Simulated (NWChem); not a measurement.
# BeHCl; SMILES [Cl][BeH]

```xyz
3

Be     0.0000     0.0000    -1.3509
H      0.0000     0.0000    -2.6863
Cl     0.0000     0.0000     0.4759
```
Atoms are numbered in this order, from 1.

Program: NWChem. Geometry: optimised at PBE-D3(BJ)/def2-SVP. B3LYP is NWChem's, with the RPA form of VWN correlation.

Question: What does the run give for B3LYP/def2-SVP? Quantities: highest occupied level (eV); orbital gap (eV); dipole (D).

Answer: The highest occupied level (eV) comes out as -9.26 and the orbital gap (eV) is 8.57. The dipole (D) is 0.37.
